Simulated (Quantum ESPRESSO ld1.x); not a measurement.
The niobium ion Nb2+, configuration [Kr] 4d2 5p1 (not the ground configuration).

Calculated with ld1.x of Quantum ESPRESSO 7.5: Dirac Kohn-Sham, BLYP, spin-unpolarised, spherical densities, point nucleus; open shells fill j = l - 1/2 first.

Energy parts (eV):
part                   energy
total                 -103937
kinetic                107600
electron-nucleus      -250132
Hartree                 41825
exchange-correlation    -3230

Orbitals (lengths in bohr, moments of r in powers of bohr):
| orbital | occ. | eigenvalue (eV) | <r> | small-component weight |
|---|---|---|---|---|
| 1s1/2 | 2 | -18826.2 | 0.03609 | 2.23e-02 |
| 2s1/2 | 2 | -2652.51 | 0.1577 | 4.56e-03 |
| 2p1/2 | 2 | -2436.39 | 0.1346 | 4.56e-03 |
| 2p3/2 | 4 | -2340.55 | 0.1391 | 4.42e-03 |
| 3s1/2 | 2 | -461.186 | 0.4431 | 1.20e-03 |
| 3p1/2 | 2 | -379.853 | 0.4387 | 1.15e-03 |
| 3p3/2 | 4 | -364.325 | 0.4492 | 1.11e-03 |
| 3d3/2 | 4 | -220.648 | 0.4309 | 9.93e-04 |
| 3d5/2 | 6 | -217.756 | 0.4345 | 9.82e-04 |
| 4s1/2 | 2 | -80.3809 | 1.147 | 2.67e-04 |
| 4p1/2 | 2 | -57.6139 | 1.257 | 2.24e-04 |
| 4p3/2 | 4 | -55.4153 | 1.286 | 2.16e-04 |
| 4d3/2 | 2 | -22.6539 | 1.764 | 1.20e-04 |
| 4d5/2 | 0 | -22.4321 | 1.778 | 1.18e-04 |
| 5p1/2 | 1 | -14.1204 | 3.449 | 3.82e-05 |
| 5p3/2 | 0 | -13.8284 | 3.512 | 3.71e-05 |

The highest occupied level is 5p1/2 at -14.120 eV. The configuration is held as typed, so some empty levels lie below it. Summed over all electrons, <r^2> = 39.21 bohr^2, which gives a Langevin (diamagnetic) susceptibility term of -31.1 x 10^-6 cm^3/mol. The density falls to 0.001 e/bohr^3 at r = 4.34 bohr.
